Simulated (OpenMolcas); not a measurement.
**Rb I: from CASSCF to CASPT2**

| Item | Value |
| --- | --- |
| Program | OpenMolcas 26.06 |
| Basis | ANO-RCC-VQZP [8s7p4d2f1g] |
| Scalar Hamiltonian | DKH3, point nucleus |
| Active space | 1 electron in 8 orbitals (5s 5p 6s 6p) |
| State averaging | 2S+1 = 2 even, 1 root; 2S+1 = 2 odd, 3 roots |
| Spin-orbit coupling | state interaction with AMFI integrals over the reference wave functions, term energies averaged over their components |

Methods on the same reference wave functions:
A. CASSCF
B. SS-CASPT2, IPEA 0.25 Eh, imaginary shift 0.1 Eh (closed shells correlated: 4s 4p)

Energies in cm⁻¹ above 5s ²S_1/2, the measured ground level; measured values from NIST Handbook of Basic Atomic Spectroscopic Data.

```tsv
Level	A	B	Measured
5s ²S_1/2	0.0	0.0	0.0
5p ²P°_1/2	10741	12568	12579
5p ²P°_3/2	10876	12703	12817
```

Deviations, from unrounded energies. A percentage is the sum of absolute deviations over the sum of measured energies, with the sign that they share, or ± where signs differ.

| Against measurement | Levels | A | B |
| --- | --- | --- | --- |
| mean absolute deviation (cm-1) | 2 | 1900 | 62 |
| other configurations (%) | 2 | -14.9 | -0.5 |

B lies closest to measurement on these levels. The largest miss of B in the table is 5p ²P°_3/2, by -110 cm-1. The ranking rests on the paired levels alone, and a cruder setting can come out closer through cancelling errors.

The lowest spin-free term lies below A's lowest term by 0.208 hartree in B.

With one active electron outside closed inactive shells, the extra shells (6p 6s) add no correlation to the reference. ANO sets are built for ground and valence states and can reach diffuse excited orbitals poorly. With one active electron the reference holds no correlation, so core polarisation is missing (holds for A). With one active electron, CASPT2 adds the correlation within the correlated inactive shells and between them and that electron, and leaves the splitting within a term as the reference gives it (holds for B). Computed and measured levels are paired by configuration, term and J; levels that our copy of the source lacks, or whose pairing is in doubt (as where it misses far off the trend of its configuration), stay unpaired and out of the deviations. Only configurations of the active space appear.

° marks odd parity.
